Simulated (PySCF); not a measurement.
Species: CH₂SSe.
SMILES: `SC=[Se]`

Computed, not measured: EOM-IP-CCSD/aug-cc-pVDZ in PySCF, restricted Hartree–Fock reference, 15 core orbitals frozen, non-relativistic, gas phase, PBE0-D3(BJ)/def2-SVP geometry.

The vertical ionisation energies are 8.49, 9.28, 12.21, 12.40, 14.52, 14.82 eV.

Problem. Which Hartree–Fock orbital leads each hole, and what is its Koopmans value −ε?

Solution. 
| leading hole (HF orbital) | Koopmans (eV) | EOM-IP-CCSD (eV) | change (eV) | one-hole share |
| --- | --- | --- | --- | --- |
| HOMO | 8.96 | 8.49 | -0.47 | 0.95 |
| HOMO-1 | 9.35 | 9.28 | -0.07 | 0.95 |
| HOMO-2 | 13.02 | 12.21 | -0.81 | 0.89 |
| HOMO-3 | 13.30 | 12.40 | -0.90 | 0.95 |
| HOMO-4 | 15.79 | 14.52 | -1.27 | 0.90 |
| HOMO-5 | 16.43 | 14.82 | -1.61 | 0.90 |

Problem. Does the order of the lines follow the orbital energies?

Solution. Yes, no two lines change places. The corrections run from -1.61 to -0.07 eV, with a mean of -0.85 eV over the 6 lines; no line lies above its Koopmans value.

Problem. At what kinetic energies would He I light (21.22 eV) eject these electrons?

Solution. 12.73 eV (HOMO), 11.94 eV (HOMO-1), 9.01 eV (HOMO-2), 8.82 eV (HOMO-3), 6.70 eV (HOMO-4), 6.40 eV (HOMO-5).

One root was sought for each valence orbital with −ε under 21 eV, eight at most, so deeper holes and satellites are missing; no vibrational structure.

Conformer computed: `[SH:1][CH:2]=[Se:3]`: H–S1–C2–Se3 0°.

One conformer stands for the species.
